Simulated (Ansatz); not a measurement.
Basis-set extrapolation for CH$_{7}$AlS$_{2}$Si (PBE0-D4/def2-TZVP geometry, frozen core, Ansatz). Multiplicity 1, RHF reference.

```
                       def2-TZVPP    def2-QZVPP
                 HF  -1368.014812  -1368.054985
    MP2 correlation     -0.741806     -0.801417
CCSD(T) correlation     -0.846237       not run
```

Energies in hartree. Use E(X) = E(∞) + A·exp(−7.88·√X) for Hartree–Fock and E(X) = E(∞) + B·X^(−2.97) for correlation, with X = 3 and 4, and add CCSD(T) minus MP2 of the smaller set to the MP2 limit.

What is the CCSD(T) energy at the basis-set limit?

HF limit: -1368.054985 + (-0.040173) × 0.13774 = -1368.06052. MP2 limit: -0.801417 + (-0.059611) × 0.74074 = -0.84557. Higher-order term: -0.846237 − (-0.741806) = -0.10443. Total: -1369.01052 hartree, 93.8 kcal/mol below CCSD(T)/def2-TZVPP.
